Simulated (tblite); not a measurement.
Run record: tight-binding relaxation, `Cl[C@]1(C=C)[SiH2]P[Si@@H]1C`.

Computed with GFN2-xTB geometry optimisation, gas phase (tblite 0.8.0). Start geometry: from a force field or distance geometry. A driver script takes a list of jobs; this job's settings line and coordinates (Å) are shown.

Command:
```bash
OMP_NUM_THREADS=1 python probes_run.py task.json out
```

Input:
```
{"job": {"kind": "relax", "xc": "GFN2-xTB", "basis": "xTB"}, "charge": 0, "multiplicity": 1}
C      2.739100    -0.691800    -0.652900
C      1.945900     0.406500    -0.577500
C      0.654400     0.272600     0.177200
Cl     0.880100    -0.175900     1.871400
Si    -0.297800     1.863500     0.031700
P     -1.170400     1.110600    -1.863300
Si    -0.622400    -0.713100    -0.752600
C     -2.053300    -1.336300     0.258900
H      2.475200    -1.638200    -0.219800
H      3.664300    -0.601100    -1.180000
H      2.239200     1.351100    -1.018700
H     -1.240200     2.025200     1.132200
H      0.525900     3.068300    -0.238900
H     -2.605700     1.243900    -1.960000
H     -0.040400    -1.728200    -1.599000
H     -2.835000    -1.692100    -0.472800
H     -2.497600    -0.552400     0.894000
H     -1.770100    -2.206400     0.893600
```

Output:
```
step      E/eV     max force
  0    -656.06210    2.700
  1    -656.29610    2.253
  2    -656.41317    0.890
  3    -656.46844    0.547
  4    -656.52653    0.413
  5    -656.54689    0.296
  6    -656.56123    0.295
  7    -656.57203    0.294
  8    -656.58398    0.312
  9    -656.59596    0.324
... (100 lines left out)
110    -656.76910    0.014
111    -656.76915    0.014
112    -656.76919    0.015
113    -656.76924    0.015
114    -656.76928    0.017
115    -656.76932    0.020
116    -656.76938    0.023
117    -656.76944    0.016
118    -656.76947    0.011
119    -656.76948    0.010
```

«max force» is the largest atomic force in eV/Å.

Question: From which step on does the largest force stay under 0.1 eV/Å, and how much energy is left to gain from there?

Answer: From step 70 (0.087 eV/Å), 14.0 meV above the end.

Summary of the converged run: energy lowered by 16.3 kcal/mol over 119 steps; largest atomic force 0.010 eV/Å at the end.

Question: Give the final coordinates.

Answer: 0.657 Å rms from the input after alignment:
```
atom  x, y, z in Å
C1     2.9636   -0.4464   -0.1623
C2     1.8545    0.0657   -0.6684
C3     0.5438    0.2159   -0.0119
Cl4    0.5794   -0.3686    1.6839
Si5   -0.1309    2.0391   -0.1207
P6    -1.5768    1.4321   -1.7479
Si7   -0.8931   -0.6186   -1.0392
C8    -2.0982   -1.5801    0.0645
H9     3.0082   -0.8232    0.8449
H10    3.8707   -0.5068   -0.7377
H11    1.8405    0.4378   -1.6875
H12   -0.7154    2.4308    1.1577
H13    0.8721    2.9940   -0.5842
H14   -2.7224    1.4988   -0.9791
H15   -0.3730   -1.4262   -2.1479
H16   -2.9311   -1.9508   -0.5241
H17   -2.4967   -0.9570    0.8601
H18   -1.6039   -2.4302    0.5233
```

Question: How long does this job take on Arm Neoverse V1, one thread, no GPU, on a shared host?

Answer: About 1.4 s.
Labels such as C1 count atoms from 1, the log's own numbers from 0.
